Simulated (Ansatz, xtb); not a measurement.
**A geometry optimisation of CH4Sn with r2SCAN-D4/def2-SVP**

The starting geometry of this gas-phase singlet has its atoms placed at random.

```xyz
6

C     0.6662    1.6914    0.1447
Sn   -1.0058   -0.3206   -0.2637
H    -1.5065    0.8999    0.8686
H     0.4165   -1.8188   -0.2207
H     0.2600   -1.3649    1.4951
H    -0.0234    0.8652   -1.8667
```

Question: Guess where an optimisation with r2SCAN-D4/def2-SVP ends from this start.

Answer: It loosens into CH2Sn + H2, which stay close as a complex. Contacts that open: Sn2–H3 (1.74 → 2.81 Å), Sn2–H4 (2.07 → 2.55 Å). Contacts that close: C1–Sn2 (2.65 → 2.01 Å), C1–H3 (2.42 → 1.10 Å), C1–H6 (2.28 → 1.10 Å), H4–H5 (1.78 → 0.77 Å).

The energy falls by 10.87 eV over 39 steps:

```json
{"step": "1", "E − E(last) (eV)": "10.869"}
{"step": "5", "E − E(last) (eV)": "4.847"}
{"step": "9", "E − E(last) (eV)": "2.447"}
{"step": "14", "E − E(last) (eV)": "0.119"}
{"step": "18", "E − E(last) (eV)": "0.077"}
{"step": "22", "E − E(last) (eV)": "0.019"}
{"step": "26", "E − E(last) (eV)": "0.009"}
{"step": "31", "E − E(last) (eV)": "0.002"}
{"step": "35", "E − E(last) (eV)": "0.001"}
{"step": "39", "E − E(last) (eV)": "0.000"}
```

Final geometry (Å):

```
atom    x (Å)    y (Å)    z (Å)
   C  -0.3485   0.9627  -0.3841
  Sn  -0.8907  -0.8346  -1.1058
   H   0.1893   1.1606   0.5529
   H   0.5545  -1.6492   0.8290
   H  -0.1102  -1.5709   1.2042
   H  -0.5873   1.8836  -0.9391
```

From the same start GFN2-xTB reaches the same bonding as this run.

From so rough a start the end depends on the optimiser's path, so another program may land elsewhere. No frequencies were run, so the end isn't proven a minimum. Atoms past krypton carry core potentials, without spin–orbit terms. Run with Ansatz 0.2.0, 35 s on 1 thread of Intel(R) Xeon(R) 6975P-C (Granite Rapids), on a shared host.
